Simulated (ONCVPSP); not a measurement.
Which change was made? (Os, ONCV)

ONCVPSP 4.0.1 input, shortened (lines: element, Z, core and valence counts, functional; n l f; lmax; l rc ep ncon nbas qcut; lloc lpopt rc5 dvloc0; l nproj debl; icmod fcfact rcfact), PBE, fully relativistic:

```
  Os 76.00   10    4        4      upf
    1    0    2.00
    2    0    2.00
    2    1    6.00
    3    0    2.00
    3    1    6.00
    3    2   10.00
    4    0    2.00
    4    1    6.00
    4    2   10.00
    4    3   14.00
    5    0    2.00
    5    1    6.00
    5    2    6.00
    6    0    1.00
    2
    0    1.75    0.00    4    7    7.30
    1    1.55    0.00    3    8    6.80
    2    2.45    0.00    4    8    7.80
    4    5    1.05    1.00
    0    2    0.30
    1    1    2.50
    2    2    2.90
    3    2.00    1.45
```

Open shells are filled in proportion to 2j + 1.

Cutoffs, loose and tight: the cutoffs (Ha) at which the residual kinetic energy of the hardest occupied pseudo-wave falls to 1 and 0.1 mHa per electron. They do not see the model core or the augmentation charge, which bear on the density cutoff. Test errors are all-electron minus pseudo excitation energies from the reference, over the configurations 5s2 5p6 5d6 6s2; 5s2 5p6 5d6 6s0; 5s2 5p6 5d5 6s0; 5s2 5p5 5d6 6s2; variants that change the core or the reference have their own tests.

The base gives: outcome: generated; cutoff, loose: 18 Ha; cutoff, tight: 23 Ha; bound ghosts: none; GHOST(+) flags above zero: s; largest test error (meV): -70.

After one change the result is: outcome: generated; cutoff, loose: 15 Ha; cutoff, tight: 18 Ha; bound ghosts: none; GHOST(+) flags above zero: none; largest test error (meV): -144. Which change was it?
A. all radii but the core radius scaled by about 1.20 (s 2.10, p 1.86, d 2.94 bohr); local potential polynomial inside 1.26 bohr (lpopt 5, dvloc0 1 Ha)
B. all radii but the core radius scaled by about 1.31 (s 2.30, p 2.04, d 3.22 bohr); local potential polynomial inside 1.38 bohr (lpopt 5, dvloc0 1 Ha)
C. all radii but the core radius scaled by about 1.06 (s 1.86, p 1.64, d 2.60 bohr); local potential polynomial inside 1.12 bohr (lpopt 5, dvloc0 1 Ha)
D. all radii but the core radius scaled by about 0.82 (s 1.44, p 1.26, d 2.00 bohr); local potential polynomial inside 0.86 bohr (lpopt 5, dvloc0 1 Ha)

B. The others give: all radii but the core radius scaled by about 0.82 (s 1.44, p 1.26, d 2.00 bohr); local potential polynomial inside 0.86 bohr (lpopt 5, dvloc0 1 Ha) → outcome: generated; cutoff, loose: 36 Ha; cutoff, tight: 145 Ha; bound ghosts: s, p3/2; GHOST(+) flags above zero: p1/2; largest test error (meV): -25 | all radii but the core radius scaled by about 1.06 (s 1.86, p 1.64, d 2.60 bohr); local potential polynomial inside 1.12 bohr (lpopt 5, dvloc0 1 Ha) → outcome: generated; cutoff, loose: 17 Ha; cutoff, tight: 21 Ha; bound ghosts: d5/2; GHOST(+) flags above zero: s; largest test error (meV): -91 | all radii but the core radius scaled by about 1.20 (s 2.10, p 1.86, d 2.94 bohr); local potential polynomial inside 1.26 bohr (lpopt 5, dvloc0 1 Ha) → outcome: generated; cutoff, loose: 16 Ha; cutoff, tight: 19 Ha; bound ghosts: none; GHOST(+) flags above zero: s, d5/2; largest test error (meV): -109.
